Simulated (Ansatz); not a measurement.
Reaction (formal exchange of groups at the Si–N bond): `O[SiH](F)N[SiH3]` + `C[SiH2]O` → `C[Si@H](O)[Si@H](O)F` + `N[SiH3]`

Isolated molecules relaxed with PBE0-D4/def2-TZVP in Ansatz; ΔE leaves out vibrations. CBS: MP2 limit from def2 TZ/QZ plus the TZ coupled-cluster correction, frozen cores. This one scheme is used for every species. Functionals use def2-TZVPP. Each species was taken in one conformer, which may not be the lowest.

```csv
level,ΔE (kJ/mol)
PBE-D4,77.7
r2SCAN-D4,97.1
ωB97X-V,96.8
ωB97M-V,104.1
PBE,78.2
PBE0,88.1
HF/def2-TZVPP,120.1
HF/def2-QZVPP,121.7
```

**Question.** What does CCSD(T)/CBS give? (Estimate.)

**Answer.** The calculation gave: +103.7 kJ/mol. The listed levels differ from it by -26.0, -6.6, -6.9, 0.4, -25.5, -15.6, 16.4, 18.0 kJ/mol.

Largest T1 diagnostic among the species: 0.012.

In def2-TZVPP, CCSD(T) changes the Hartree–Fock value by −14.9 kJ/mol (the triples alone add −2.2 kJ/mol) and MP2 by −8.9 kJ/mol. From PBE to PBE0 (25 % exact exchange), in def2-TZVPP and without D4, ΔE moves by +9.9 kJ/mol.
